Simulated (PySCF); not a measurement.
Delta-SCF ions had no search for a lower state. 

Cartesian coordinates (Å):
```xyz
10

C      1.7269    -0.2749     0.1827
Al    -0.0211     0.5584     0.0198
C     -1.7166    -0.3666    -0.1945
I     -0.0771     3.0524     0.0778
H      2.1091    -0.1520     1.2014
H      2.4532     0.1991    -0.4828
H      1.6987    -1.3450    -0.0376
H     -1.7114    -1.3395     0.3050
H     -2.5551     0.2199     0.1860
H     -1.9066    -0.5516    -1.2577
```
Charge 0, spin multiplicity 1.

Task: What is the computed dipole moment, HOMO–LUMO gap, HOMO, LUMO and vertical ionisation energy (Delta-SCF) (PBE0-D3(BJ)/def2-TZVP in PySCF)?

Result: 
- dipole moment = 2.15 D
- HOMO–LUMO gap = 6.35 eV
- HOMO = -7.32 eV
- LUMO = -0.96 eV
- vertical ionisation energy (Delta-SCF) = 9.24 eV
